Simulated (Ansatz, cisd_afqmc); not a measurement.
Species: Cl, charge 0, doublet.

Total energies in def2-QZVPP, 7 correlated electrons, 5 frozen orbitals. Radicals and triplets start from unrestricted determinants; spin-orbit coupling is neglected. Correlated methods leave the cores frozen. No relativity. AFQMC is phaseless with a CISD trial state; ± is one standard error, without the phaseless bias. Outlying blocks are dropped, and bars are widened where a walk drifts. Over all cases where full CI ran beside it in this data, AFQMC minus full CI had a median of +0.1 mEh and passed +0.4 mEh in a tenth of the cases.

| method | program | energy (Eh) | minus CCSDT(Q) (mEh) |
|---|---|---|---|
| HF | Ansatz | -459.48954 | 206.78 |
| MP2 | Ansatz | -459.66556 | 30.76 |
| CCSD | Ansatz | -459.68803 | 8.29 |
| CCSD(T) | Ansatz | -459.69535 | 0.97 |
| CCSDT(Q) | Ansatz | -459.69632 | 0.00 |
| AFQMC/CISD | cisd_afqmc | -459.6958 ± 0.0002 | 0.5 ± 0.2 |

Ansatz is a quantum-chemistry and plane-wave program.
